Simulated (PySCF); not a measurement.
# Electron correlation in Ar⁺ (argon, charge +1)

[Ne] 3s2 3p5, 2P determinant. All numbers are calculated (PySCF 2.14, scalar relativity by spin-free X2C-1e, in Sapporo-DZP-2012 (5s4p2d, 27 functions)). Frozen: [Ne]; 7 electrons correlated.

MP2 pair energies summed by pair of shells (mhartree):

```csv
pair,energy,share (%)
3p-3p,-83.92,69.5
3s-3p,-30.12,25.0
3s-3s,-6.67,5.5
```

Total MP2 correlation energy: -120.72 mhartree.

Same-spin part -31.76 and opposite-spin part -88.96 mhartree; SCS-MP2 scales them by 1/3 and 6/5 to -117.33 mhartree.

```tsv
level	correlation energy (mhartree)
CCSD	-140.43
(T)	-1.54
CCSD(T)	-141.97
```

Diagnostics: T1 = 0.0059, D1 = 0.0214, largest double amplitude 0.056.

Cost of the coupled-cluster step: 0.19 s of wall time on 1 thread of Intel(R) Xeon(R) Platinum 8375C CPU @ 2.90GHz (shared host), for 7 correlated electrons.

Iterations:

```
CC2 = 0
CCSD nocc = (np.int64(4), np.int64(3)), nmo = (22, 22)
frozen orbitals [[0, 1, 2, 3, 4], [0, 1, 2, 3, 4]]
max_cycle = 100
direct = 0
conv_tol = 1e-08
conv_tol_normt = 1e-06
diis_space = 8
diis_start_cycle = 0
Init t2, MP2 energy = -0.120716130223344
Init E_corr(UCCSD) = -0.120716130240834
cycle = 1  E_corr(UCCSD) = -0.136145443263449  dE = -0.015429313  norm(t1,t2) = 0.0345741
cycle = 2  E_corr(UCCSD) = -0.13906995725311  dE = -0.00292451399  norm(t1,t2) = 0.011361
cycle = 3  E_corr(UCCSD) = -0.14045046632688  dE = -0.00138050907  norm(t1,t2) = 0.00459878
cycle = 4  E_corr(UCCSD) = -0.140425219098501  dE = 2.52472284e-05  norm(t1,t2) = 0.000403606
cycle = 5  E_corr(UCCSD) = -0.140428964893038  dE = -3.74579454e-06  norm(t1,t2) = 8.48259e-05
cycle = 6  E_corr(UCCSD) = -0.140428592334163  dE = 3.72558875e-07  norm(t1,t2) = 1.39908e-05
cycle = 7  E_corr(UCCSD) = -0.140428658138032  dE = -6.58038694e-08  norm(t1,t2) = 2.3187e-06
cycle = 8  E_corr(UCCSD) = -0.140428638956498  dE = 1.91815347e-08  norm(t1,t2) = 4.83666e-07
cycle = 9  E_corr(UCCSD) = -0.140428640611911  dE = -1.65541364e-09  norm(t1,t2) = 7.46783e-08
UCCSD converged
E(UCCSD) = -527.9548406357957  E_corr = -0.1404286406119112
UCCSD(T) correction = -0.0015443662767235
```
